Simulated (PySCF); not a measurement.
C2H6AlCl.

```xyz
10

Al    -0.1642    -0.4655     0.3424
H     -0.6471    -1.8829     0.8595
Cl     0.2744     0.9729     1.8295
C      0.0517     0.0438    -1.5302
C     -0.2724    -1.0376    -2.5610
H      1.0898     0.4056    -1.6537
H     -0.5688     0.9442    -1.6977
H     -1.3157    -1.3832    -2.4815
H      0.3649    -1.9281    -2.4382
H     -0.1301    -0.6812    -3.5942
```

Geometry: PBE0-D3(BJ)/def2-SVP. The structure was generated by enumeration; whether it is a known compound was not checked. Other conformers were not sampled.

These are KT2/pcSseg-1 (PySCF) values and carry that method's errors. Non-relativistic, no solvent.

Computed absolute GIAO shielding of each atom: isotropic value and principal components (ppm):
```json
[
 {"atom": "Al1", "σ(iso)": "317.5", "σ11": "214.9", "σ22": "345.5", "σ33": "392.2", "span": "177.3"},
 {"atom": "H2", "σ(iso)": "25.8", "σ11": "22.5", "σ22": "24.0", "σ33": "31.0", "span": "8.4"},
 {"atom": "Cl3", "σ(iso)": "837.2", "σ11": "617.6", "σ22": "932.7", "σ33": "961.4", "span": "343.7"},
 {"atom": "C4", "σ(iso)": "172.6", "σ11": "161.7", "σ22": "170.4", "σ33": "185.9", "span": "24.2"},
 {"atom": "C5", "σ(iso)": "173.5", "σ11": "166.9", "σ22": "167.5", "σ33": "186.2", "span": "19.3"},
 {"atom": "H6", "σ(iso)": "30.7", "σ11": "25.9", "σ22": "30.5", "σ33": "35.7", "span": "9.8"},
 {"atom": "H7", "σ(iso)": "30.7", "σ11": "25.9", "σ22": "30.5", "σ33": "35.7", "span": "9.8"},
 {"atom": "H8", "σ(iso)": "30.1", "σ11": "25.9", "σ22": "28.3", "σ33": "36.2", "span": "10.2"},
 {"atom": "H9", "σ(iso)": "30.1", "σ11": "25.9", "σ22": "28.3", "σ33": "36.2", "span": "10.2"},
 {"atom": "H10", "σ(iso)": "29.8", "σ11": "24.9", "σ22": "27.7", "σ33": "36.8", "span": "11.9"}
]
```
